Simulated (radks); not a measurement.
The numbers below are computed, except where a source is named.
Neutral tungsten inside a hard spherical wall (all orbitals vanish at R), configuration held at [Xe] 4f14 5d4 6s2 and not refilled when levels cross. Code: a radial shooting solver on a logarithmic mesh with Libxc functionals. Model: scalar-relativistic Kohn-Sham, PBE, spin-unpolarised, spherical densities, finite nucleus; Fermi nuclear charge, rms radius 5.3658 fm. Eigenvalues in eV, with the zero of energy where the potential of the charges vanishes at infinity; a dash marks a level that is unbound or too diffuse for the functional's potential to be trusted. A positive occupied level is held by the wall or, in an anion where self-interaction has pushed it up, behind a barrier. The pressure on the wall is -dE/dV.

[
 {"R (bohr)": "free", "E (hartree)": "-16139.9877", "kinetic (hartree)": "17777.477", "e(5p)": "-43.206", "e(4f)": "-33.213", "e(6s)": "-5.711", "e(5d)": "-4.483", "e(6p, empty)": "-1.362", "e(7s, empty)": "-", "pressure (GPa)": "0"},
 {"R (bohr)": "20", "E (hartree)": "-16139.9877", "kinetic (hartree)": "17777.477", "e(5p)": "-43.206", "e(4f)": "-33.213", "e(6s)": "-5.711", "e(5d)": "-4.483", "e(6p, empty)": "-1.362", "e(7s, empty)": "-", "pressure (GPa)": "< 0.0001"},
 {"R (bohr)": "12", "E (hartree)": "-16139.9877", "kinetic (hartree)": "17777.478", "e(5p)": "-43.202", "e(4f)": "-33.209", "e(6s)": "-5.708", "e(5d)": "-4.479", "e(6p, empty)": "-1.326", "e(7s, empty)": "0.755", "pressure (GPa)": "0.000663"},
 {"R (bohr)": "10", "E (hartree)": "-16139.9873", "kinetic (hartree)": "17777.482", "e(5p)": "-43.174", "e(4f)": "-33.180", "e(6s)": "-5.685", "e(5d)": "-4.453", "e(6p, empty)": "-1.218", "e(7s, empty)": "1.695", "pressure (GPa)": "0.0113"},
 {"R (bohr)": "5", "E (hartree)": "-16139.8149", "kinetic (hartree)": "17778.411", "e(5p)": "-39.825", "e(4f)": "-29.642", "e(6s)": "-2.276", "e(5d)": "-1.442", "e(6p, empty)": "4.731", "e(7s, empty)": "23.464", "pressure (GPa)": "20.2"},
 {"R (bohr)": "4", "E (hartree)": "-16139.3596", "kinetic (hartree)": "17780.307", "e(5p)": "-35.512", "e(4f)": "-24.848", "e(6s)": "3.909", "e(5d)": "2.843", "e(6p, empty)": "13.878", "e(7s, empty)": "49.023", "pressure (GPa)": "124"},
 {"R (bohr)": "2.5", "E (hartree)": "-16133.5856", "kinetic (hartree)": "17801.762", "e(5p)": "-13.156", "e(4f)": "1.297", "e(6s)": "58.847", "e(5d)": "30.849", "e(6p, empty)": "84.622", "e(7s, empty)": "208.45", "pressure (GPa)": "4480"},
 {"R (bohr)": "2", "E (hartree)": "-16122.1479", "kinetic (hartree)": "17841.753", "e(5p)": "15.325", "e(4f)": "30.865", "e(6s)": "142.27", "e(5d)": "68.541", "e(6p, empty)": "181.28", "e(7s, empty)": "400.85", "pressure (GPa)": "23500"},
 {"R (bohr)": "1.5", "E (hartree)": "-16077.3882", "kinetic (hartree)": "17985.140", "e(5p)": "105.90", "e(4f)": "103.83", "e(6s)": "393.09", "e(5d)": "182.35", "e(6p, empty)": "455.26", "e(7s, empty)": "906.85", "pressure (GPa)": "184000"}
]
